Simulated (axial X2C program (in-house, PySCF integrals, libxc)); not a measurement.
What spin–orbit coupling does to CI

All values were computed with an in-house relativistic program for diatomic molecules. Spin-free means the one-electron spin-free X2C Hamiltonian; two-component (2c) means X2C with spin–orbit coupling and atomic mean-field two-electron Coulomb and Gaunt terms, so the difference of the two also holds small scalar two-electron terms. Basis: I dyall-cv3z [11s12p8d4f1g], C dyall-v3z [7s6p2d1f] (cores contracted in-house); Gaussian nuclei, density fitting, unrestricted open shells. Masses: I 126.904 u, C 12.000 u.

Spin-free state: M_S = 1/2, Λ = 1 (beyond evenly filled blocks: π+α); fragments I + C.

| level | Re (Å) | ωe (cm⁻¹) | De (eV) | μ (D) |
| --- | --- | --- | --- | --- |
| PBE0 | 2.020 | 652.5 | 3.035 | -1.83 |
| HF | 2.058 | 613.4 | 0.927 | -1.04 |
| CCSD | 2.032 | 638.1 | 2.534 | n/a |
| CCSD(T) | 2.034 | 636.7 | 2.767 | n/a |
| PW91 | 2.036 | 627.6 | 3.453 | -2.00 |

Correlated methods: 11 electrons correlated (number of frozen shells: I 4 s, 3 p, 2 d; C 1 s), 221 virtual spin orbitals or spinors in MP2, 90 natural virtuals in coupled cluster.

Dipoles are positive if C is the positive end.

Task: Within this multiplet, which Ω should lie lowest by the rule for regular and inverted multiplets?

Result: The open π shell holds one electron, so the multiplet is regular: Ω = Λ − 1/2 = 1/2. The PBE0 2c search agrees.

Two-component determinant lowest at the distance of the search:

Ω = 1/2 (⟨Sz⟩ = -0.50, ⟨Lz⟩ = 1.00 at HF); fragments I + C.

```tsv
level	Re (Å)	ωe (cm⁻¹)	De (eV)	μ (D)
PBE0	2.022	650.0	2.858	-1.96
HF	2.057	613.9	0.680	-1.17
CCSD	2.032	638.9	2.312	n/a
CCSD(T)	2.035	636.6	2.551	n/a
PW91	2.039	622.3	3.269	-2.12
```

Task: From the two tables, how do the constants change at the CCSD(T) level (2c against spin-free)?

Result: At the CCSD(T) level Re goes up by 0.001 Å and ωe is unchanged to within 0.2 cm⁻¹; De is not compared, since the atomic limits differ or miss part of their spin–orbit lowering.

The state is one determinant whose occupation by symmetry is held fixed; it was picked as the lowest of a PBE0 search that is not exhaustive. Dissociation energies refer to the lowest single-determinant-based atoms at the same level and basis. Density functionals use the spin component along the axis (collinear). Coupled cluster ran in a truncated set of natural virtual spinors; the MP2 energy of the rest was added. (T) has no such correction and the atoms are truncated less, which lowers De at CCSD(T) by a hundredth of an eV or more. The 2c atoms are single determinants rather than J levels; their spin–orbit lowering is only partly caught, and De is too large by that part. This holds for PBE0, CCSD, CCSD(T), PW91. Without a current term, density functionals place determinants with orbital angular momentum somewhat too high.
